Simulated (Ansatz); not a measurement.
Geometry optimisation, Ansatz 0.2.0, RKS PBE0-D4/def2-SVP.

Input:

```yaml
crystal:
  periodic: [false, false, false]
  atoms:
    - { symbol: "N", position_ang: [-1.305, 2.1517, 1.4602] }
    - { symbol: C, position_ang: [-0.9914, 1.0802, 0.5829] }
    - { symbol: Se, position_ang: [-0.5273, -0.4537, 1.6616] }
    - { symbol: Si, position_ang: [-0.0528, -1.7509, -0.1665] }
    - { symbol: Si, position_ang: [1.7487, -1.118, -1.2084] }
    - { symbol: H, position_ang: [-0.4936, 2.5193, 1.9568] }
    - { symbol: H, position_ang: [-1.6114, 2.9967, 0.8393] }
    - { symbol: H, position_ang: [-1.8174, 0.829, -0.0606] }
    - { symbol: H, position_ang: [-0.1293, 1.3888, -0.0242] }
    - { symbol: H, position_ang: [-1.2617, -1.649, -1.065] }
    - { symbol: H, position_ang: [0.0112, -3.1613, 0.2821] }
    - { symbol: H, position_ang: [1.6148, 0.2806, -1.6479] }
    - { symbol: H, position_ang: [2.822, -1.1599, -0.262] }
    - { symbol: H, position_ang: [1.9802, -1.9827, -2.3195] }
basis:
  gaussian: { orbitals: def2-SVP }
hamiltonian:
  xc: pbe0
  dispersion: d4
relax:
  f_tol: 0.015
  max_steps: 40
```

Command:

```bash
$ ansatz run input.yaml --threads 2 --pin off --max-ram 3072MiB --backend cpu --events-out ev --progress --plain --runs-dir out
```

Where does it end, and by what steps?

It converged. The force dipped under the threshold on the way, but the program's further checks kept it going. After 31 steps the energy has fallen by 0.619 eV; H6 moved furthest, 1.61 Å.

```csv
step,energy less start (eV),largest force component (eV/Å),accepted
0,0.0000,2.939,yes
2,-0.5593,0.286,yes
4,-0.5841,0.214,yes
6,-0.5959,0.050,yes
8,-0.5974,0.223,yes
10,-0.5972,0.242,no
12,-0.6004,0.141,yes
14,-0.6024,0.060,yes
16,-0.6029,0.243,no
18,-0.6061,0.133,yes
20,-0.6064,0.263,no
22,-0.6128,0.100,yes
24,-0.6163,0.153,yes
26,-0.6184,0.030,yes
28,-0.6189,0.015,yes
30,-0.6191,0.008,yes
31,-0.6192,0.011,yes
```

```xyz
14
Properties=species:S:1:pos:R:3
N -0.485 2.006 1.126
C -1.361 1.010 0.596
Se -1.125 -0.715 1.548
Si -0.213 -1.861 -0.200
Si 1.721 -0.730 -0.894
H 0.484 1.834 0.871
H -0.744 2.935 0.799
H -2.406 1.299 0.780
H -1.271 0.786 -0.486
H -1.170 -2.010 -1.342
H 0.126 -3.220 0.322
H 1.382 0.714 -1.114
H 2.753 -0.805 0.186
H 2.297 -1.273 -2.165
```

The run took 5.2 min on 2 threads of Arm Neoverse N1, on a shared host, peak memory 0.4 GiB.
